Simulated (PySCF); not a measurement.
# Löwdin shares of the frontier orbitals

Cinnamonitrile, C9H7N.
Structure used (PBE0-D3(BJ)/def2-SVP), in Å, numbered top down from 1:
```
atom  x, y, z in Å
N1     4.9827    0.4425    0.2794
C2     3.8601    0.1570    0.3578
C3     2.4897   -0.2081    0.4654
C4     1.5077    0.4664   -0.1672
C5     0.0786    0.1759   -0.1197
C6    -0.4681   -0.8779    0.6336
C7    -1.8375   -1.1075    0.6402
C8    -2.6931   -0.2919   -0.1044
C9    -2.1674    0.7569   -0.8557
C10   -0.7948    0.9870   -0.8618
H11    2.2773   -1.0752    1.0976
H12    1.7957    1.3235   -0.7846
H13    0.1841   -1.5257    1.2229
H14   -2.2454   -1.9306    1.2314
H15   -3.7699   -0.4762   -0.0962
H16   -2.8293    1.4000   -1.4399
H17   -0.3837    1.8107   -1.4514
```

Theory: TDDFT CAM-B3LYP/def2-SVPD, vertical, gas phase, core orbitals frozen in the response (PySCF 2.14.0, density-fitted response routines).

Frontier orbitals with the atoms that hold most of them (Löwdin shares over 4%, at most four atoms; ? is withheld):

```json
{"orbital": "LUMO+2", "ε (eV)": "1.19", "atoms": "C6 9%, C3 8%, C4 8%, H13 8%"}
{"orbital": "LUMO+1", "ε (eV)": "0.26", "atoms": "C7 20%, C10 19%, C9 16%, C6 16%"}
{"orbital": "LUMO", "ε (eV)": "?", "atoms": "?"}
{"orbital": "HOMO", "ε (eV)": "-8.30", "atoms": "?"}
{"orbital": "HOMO-1", "ε (eV)": "-9.15", "atoms": "C6 20%, C10 20%, C7 20%, C9 20%"}
{"orbital": "HOMO-2", "ε (eV)": "-10.37", "atoms": "N1 16%, C4 16%, C8 13%, C2 11%"}
{"orbital": "HOMO-3", "ε (eV)": "-10.96", "atoms": "N1 46%, C2 36%, C3 7%"}
```

Question: Which atoms hold the HOMO, and with what shares?

Answer: C3 (bonded to 2 C and H) 17%; C5 (bonded to 3 C) 14%; C8 (bonded to 2 C and H) 14%; C4 (bonded to 2 C and H) 11%.

Question: Give the leading atoms of the LUMO.

Answer: C4 (bonded to 2 C and H) 19%; C3 (bonded to 2 C and H) 17%; C8 (bonded to 2 C and H) 10%; C5 (bonded to 3 C) 9%.

Question: What is the LUMO energy, and the HOMO–LUMO gap?

Answer: ε(LUMO) = -1.26 eV; the gap is 7.04 eV (0.2588 hartree).

Question: How does S1 compare with the orbital gap of 7.04 eV?

Answer: S1 is at 4.64 eV (f = 0.656), 2.41 eV below the gap, made of HOMO→LUMO (95%). Without the coupling terms of the response equations the lowest excitation would equal the gap.

Next come S2 at 4.91 eV (f 0.012), HOMO-1→LUMO (68%), HOMO→LUMO+1 (25%); S3 at 6.10 eV (f 0.276), HOMO→LUMO+1 (65%), HOMO-1→LUMO (30%); S4 at 6.17 eV (f 0.0001), HOMO-3→LUMO (85%), HOMO-3→LUMO+3 (8%); S5 at 6.35 eV (f 0.176), HOMO-2→LUMO (48%), HOMO-1→LUMO+1 (42%).

Löwdin shares depend on the basis, the more so with diffuse functions.

One conformer stands for the species.
